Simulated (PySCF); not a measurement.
Electric field gradients and quadrupole coupling constants

Compound: C₃H₁₀NPSi₂.
Cartesian coordinates in Å at the GFN2-xTB level; atoms count from 1:
```xyz
17
C3H10NPSi2 angstrom
C     -3.2145   -1.2021    0.4606
C     -1.9110   -0.6184    0.2360
C     -0.8224   -0.1376    0.0342
Si     0.8698    0.6176   -0.1804
N      0.9162    1.8715   -1.3714
Si     2.4127   -1.0118   -0.7725
P      1.3510    1.7568    1.7197
H     -3.3763   -1.3512    1.5281
H     -3.9908   -0.5415    0.0747
H     -3.2842   -2.1646   -0.0459
H      0.5621    2.7884   -1.1501
H      0.7394    1.6533   -2.3377
H      3.7735   -0.5018   -0.9480
H      2.0274   -1.6374   -2.0407
H      2.4862   -2.0871    0.2204
H      0.0290    1.9635    2.0682
H      1.4248    0.6144    2.4946
```

Field gradients from the PBE0/pcSseg-1 density (PySCF, non-relativistic), principal values in atomic units, ordered |Vxx| ≤ |Vyy| ≤ |Vzz|:

```
atom     Vxx     Vyy      Vzz
  N5  0.3639  0.6078  -0.9716
```

**Question.** Find the asymmetry η = (Vxx − Vyy)/Vzz and the couplings χ = eQV/h (234.96 MHz × Q in barn × V in au), with Q(14N) = 0.02044 b.

**Answer.** 
```csv
atom,environment,nucleus,η,χzz (MHz),χxx (MHz),χyy (MHz)
N5,silicon-bound nitrogen,14N,0.25,-4.666,1.748,2.919
```

**Question.** What is Vzz at N5 in SI units (1 au = 9.71736 × 10²¹ V/m²)?

**Answer.** -0.9716 au = -9.442 × 10²¹ V/m².

**Question.** And the gradient at the other heavy atoms, for which no coupling is worked out here?

**Answer.** 
```
atom                  environment  Vzz (au)     η
  C1           propargylic carbon     0.123  0.01
  C2                alkyne carbon    -0.341  0.09
  C3                alkyne carbon    -0.311  0.02
 Si4      four-coordinate silicon    -0.229  0.36
 Si6                 SiH3 silicon     0.027  0.49
  P7  three-coordinate phosphorus    -0.998  0.30
```

**Question.** What couplings would deuterons (Q(2H) = 0.00286 b) have in place of the hydrogens, at this geometry?

**Answer.** 
| atom | bonded to | bond length (Å) | Vzz (au) | η | χzz (kHz) |
| --- | --- | --- | --- | --- | --- |
| H8 | C1 | 1.090 | 0.3080 | 0.02 | 207 |
| H9 | C1 | 1.090 | 0.3083 | 0.02 | 207 |
| H10 | C1 | 1.090 | 0.3081 | 0.02 | 207 |
| H11 | N5 | 1.008 | 0.4278 | 0.18 | 287 |
| H12 | N5 | 1.006 | 0.4318 | 0.17 | 290 |
| H13 | Si6 | 1.464 | 0.1647 | 0.01 | 111 |
| H14 | Si6 | 1.466 | 0.1639 | 0.01 | 110 |
| H15 | Si6 | 1.465 | 0.1637 | 0.00 | 110 |
| H16 | P7 | 1.383 | 0.2154 | 0.07 | 145 |
| H17 | P7 | 1.382 | 0.2166 | 0.08 | 146 |

Geometry: GFN2-xTB, one conformer, isolated molecule. GFN2-xTB frequencies show an imaginary mode (26i cm⁻¹), so this geometry is no minimum at that level. GFN2-xTB bond lengths can be off by several hundredths of an ångström, more for odd bonds, and the gradients follow them. These gradients aren't converged with respect to the basis.
